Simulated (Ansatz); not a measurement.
`BO[SiH](N)[SiH3]` + HBr → `N[SiH]([SiH3])Br` + `BO`  (ligand exchange at the Si–O bond)

Isolated molecules relaxed with PBE0-D4/def2-TZVP in Ansatz; ΔE leaves out vibrations. CBS: MP2 limit from def2 TZ/QZ plus the TZ coupled-cluster correction, frozen cores. This one scheme is used for every species. Functionals use def2-TZVPP. B3LYP here is the variant with VWN-RPA as its local correlation; programs differ in this. For Br outer-core shells are correlated without core-valence functions, which leaves a few kJ/mol of doubt a bond. Scalar relativity is left out up to krypton. Each species was taken in one conformer, which may not be the lowest.

`BO[SiH](N)[SiH3]`:

Z-matrix (Å, degrees):
```
Si
O 1 1.673
Si 1 2.346 2 110.3
N 1 1.703 2 113.5 3 121.6
H 1 1.483 2 104.3 3 -122.4
B 2 1.343 1 131.4 3 -12.2
H 3 1.487 1 112.1 2 -48.0
H 3 1.490 1 110.6 2 73.6
H 3 1.488 1 108.5 2 -167.9
H 4 1.006 1 121.9 2 -78.0
H 4 1.007 1 121.7 2 75.8
H 6 1.199 2 118.6 1 -178.6
H 6 1.207 2 120.2 1 1.3
```

HBr:

Z-matrix (Å, degrees):
```
Br
H 1 1.420
```

`N[SiH]([SiH3])Br`:

Cartesian coordinates in Å:
```
N 0.808 0.407 -1.555
Si -0.056 0.813 -0.141
Si -0.187 -1.039 1.275
Br -2.192 1.450 -0.495
H 0.586 -0.437 -2.059
H 1.112 1.134 -2.185
H 0.601 2.004 0.449
H -1.051 -0.721 2.440
H -0.784 -2.172 0.517
H 1.163 -1.438 1.754
```

`BO`:

Z-matrix (Å, degrees):
```
B
O 1 1.348
H 1 1.196 2 116.8
H 1 1.202 2 120.7 3 -180.0
H 2 0.961 1 113.5 3 180.0
```

| species | B3LYP-D4 energy (Eh) |
| --- | --- |
| `BO[SiH](N)[SiH3]` | -738.88225 |
| HBr | -2574.79010 |
| `N[SiH]([SiH3])Br` | -3211.71230 |
| `BO` | -101.96334 |

Question: Work out ΔE.

Answer: ΔE = (-3211.71230) + (-101.96334) − (-738.88225) − (-2574.79010) = -0.00329 Eh = -2.1 kcal/mol. CCSD(T)/CBS gives -2.7 kcal/mol.

Largest T1 diagnostic among the species: 0.014.
